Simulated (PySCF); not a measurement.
ethylene carbonate (C3H4O3), SMILES O1C(OCC1)=O. Atoms are numbered in the order given.

```xyz
10

O      0.0000     0.0000     2.0398
C      0.0000     0.0000     0.8521
O      0.1039    -1.1064     0.0699
C     -0.1139    -0.7585    -1.2945
C      0.1139     0.7585    -1.2945
O     -0.1039     1.1064     0.0699
H      0.5924    -1.3113    -1.9286
H     -1.1445    -1.0295    -1.5789
H     -0.5924     1.3113    -1.9286
H      1.1445     1.0295    -1.5789
```

Coordinates come from a B3LYP-D3(BJ)/def2-SVP optimisation. One conformer was computed; it need not be the lowest.

All values below come from HF/pcSseg-1 (PySCF).

GIAO shieldings, no solvent; atoms listed in one row are averaged. δ = σ(ref) − σ: ¹⁷O against H2O (σ = 333.0 ppm); ¹³C against TMS (σ = 192.6 ppm); ¹H against TMS (σ = 31.99 ppm), references at their B3LYP-D3(BJ)/def2-TZVP geometries, non-relativistic.

```json
[
 {"nucleus": "¹⁷O", "atoms": "O1", "count": "1", "δ (ppm)": "304.8"},
 {"nucleus": "¹⁷O", "atoms": "O3, O6", "count": "2", "δ (ppm)": "120.9"},
 {"nucleus": "¹³C", "atoms": "C2", "count": "1", "δ (ppm)": "160.5"},
 {"nucleus": "¹³C", "atoms": "C4, C5", "count": "2", "δ (ppm)": "61.0"},
 {"nucleus": "¹H", "atoms": "H7, H9", "count": "2", "δ (ppm)": "4.37"},
 {"nucleus": "¹H", "atoms": "H8, H10", "count": "2", "δ (ppm)": "4.28"}
]
```
